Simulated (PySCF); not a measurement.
# 29Si chemical shifts

Computed data (PySCF 2.14.0 with density-fitted response routines): coordinates at the GFN2-xTB level, shielding tensors at PBE0/pcSseg-1 (GIAO). Rapidly exchanging positions averaged, single conformer, no solvent model, no relativistic terms.

Shieldings were converted by a linear fit to measured shifts: 29Si: δ = 279.94 − 0.822σ (rms 8.9 ppm, 72 shifts, 25.8 ppm with the 6 outliers that the fit left out vs TMS, solution or neat liquid). A few per cent of atoms miss by over 2 rms, more outside the fitted compound classes.

Give the 29Si shifts of `C#C[Si@H](F)S[SiH2]F`, `Cl[C@@H]1[SiH2]C=C1C1CCC1`, `CC[Si@@H](SC)S[SiH2]N`, `CN(C)[SiH2]C/C=C\Cl`, `C=NC[SiH2][Si@@H](O)N[SiH3]`, `CCCC1=CC=C(Cl)[SiH2]1`, `CC(=S)/C([SiH3])=C\[SiH3]`.

Results:


| compound | environment | δ (ppm) |
| --- | --- | --- |
| [CH:1]#[C:2][Si@H:3]([F:4])[S:5][SiH2:6][F:7] | Si6: silicon bonded to F, S, 2 H | -4.5 |
| [CH:1]#[C:2][Si@H:3]([F:4])[S:5][SiH2:6][F:7] | Si3: silicon bonded to C, F, S, H | -21.2 |
| Cl[C@@H]1[SiH2]C=C1C1CCC1 | silicon bonded to 2 C, 2 H, in a 4-membered ring | -36.1 |
| [CH3:1][CH2:2][Si@@H:3]([S:4][CH3:5])[S:6][SiH2:7][NH2:8] | Si3: silicon bonded to C, 2 S, H | 6.5 |
| [CH3:1][CH2:2][Si@@H:3]([S:4][CH3:5])[S:6][SiH2:7][NH2:8] | Si7: silicon bonded to N, S, 2 H | -31.1 |
| CN(C)[SiH2]C/C=C\Cl | silicon bonded to C, N, 2 H | -35.4 |
| [CH2:1]=[N:2][CH2:3][SiH2:4][Si@@H:5]([OH:6])[NH:7][SiH3:8] | Si5: silicon bonded to N, O, Si, H | -13.2 |
| [CH2:1]=[N:2][CH2:3][SiH2:4][Si@@H:5]([OH:6])[NH:7][SiH3:8] | Si4: silicon bonded to C, Si, 2 H | -58.9 |
| [CH2:1]=[N:2][CH2:3][SiH2:4][Si@@H:5]([OH:6])[NH:7][SiH3:8] | Si8: silicon bonded to N, 3 H | -60.1 |
| CCCC1=CC=C(Cl)[SiH2]1 | silicon bonded to 2 C, 2 H, in a 5-membered ring | -45.6 |
| [CH3:1][C:2](=[S:3])/[C:4]([SiH3:5])=[CH:6]\[SiH3:7] | Si5: silicon bonded to C, 3 H | -62.4 |
| [CH3:1][C:2](=[S:3])/[C:4]([SiH3:5])=[CH:6]\[SiH3:7] | Si7: silicon bonded to C, 3 H | -80.6 |
